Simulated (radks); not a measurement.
Task: Species: Sm IV. Configuration: [Xe] 4f4 7s1 (not the ground configuration). Method: scalar-relativistic Kohn-Sham, PBE, spin-unpolarised, spherical densities, finite nucleus; Fermi nuclear charge, rms radius 5.0819 fm; computed with a radial shooting solver on a logarithmic mesh with Libxc functionals. Some entries of the table are withheld. Estimate them.

orbital,occ.,eigenvalue (eV),<1/r> (bohr^-1)
1s,2,-46718.13,68.81
2s,2,-7673.921,15.93
2p,6,-6850.781,14.95
3s,2,(1),5.828
3p,6,-1462.386,5.493
3d,10,-1113.761,5.213
4s,2,(2),2.456
4p,6,(3),(4)
4d,10,-175.1109,1.996
5s,2,-81.4873,(5)
5p,6,-59.3578,0.8582
4f,4,-46.1942,1.502
7s,1,-13.4639,0.2329

Result: 
(1) 3s eigenvalue (eV): -1719.747
(2) 4s eigenvalue (eV): -379.3992
(3) 4p eigenvalue (eV): -294.4457
(4) 4p <1/r> (bohr^-1): 2.264
(5) 5s <1/r> (bohr^-1): 0.9879
